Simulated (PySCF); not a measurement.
Electronic structure of Ti (titanium, neutral) at the UHF level

Configuration: [Ar] 3d2 4s2, high-spin 3F determinant. All numbers are calculated (PySCF 2.14, the spin-free X2C one-electron Hamiltonian (Gaussian nucleus), in cc-pVDZ-DK (6s5p3d1f, 43 functions)).

```
Total energy                        : -852.744636 hartree
One-electron energy                 : -1168.4383 hartree
Hartree (Coulomb) energy            : 357.0783 hartree
Exchange energy                     : -41.3847 hartree
⟨S²⟩                                : 2.0080
⟨L²⟩                                : 12.033
Sum of ⟨r⟩                          : 21.54 bohr
Sum of ⟨r²⟩                         : 49.82 bohr²
Langevin diamagnetic susceptibility : -39.5 ×10⁻⁶ cm³/mol
Time after the integrals            : 0.33 s of wall time on 1 thread of Neoverse-N1 (shared host)
```

```tsv
shell	electrons	mean orbital energy (eV)	rms radius, mean of both spins (bohr)
1s α	1	-5018.1	0.0804
1s β	1	-5018.0	0.0804
2s α	1	-589.83	0.350
2s β	1	-588.92	0.350
2p α	3	-485.57	0.320
2p β	3	-484.65	0.320
3s α	1	-80.874	1.08
3s β	1	-77.416	1.08
3p α	3	-51.129	1.19
3p β	3	-46.868	1.19
3d α	2	-11.979	1.66
4s α	1	-6.377	4.04
4s β	1	-5.752	4.04
```

Densities and radii are taken from the X2C orbitals without a picture-change correction, which distorts them close to the nucleus.
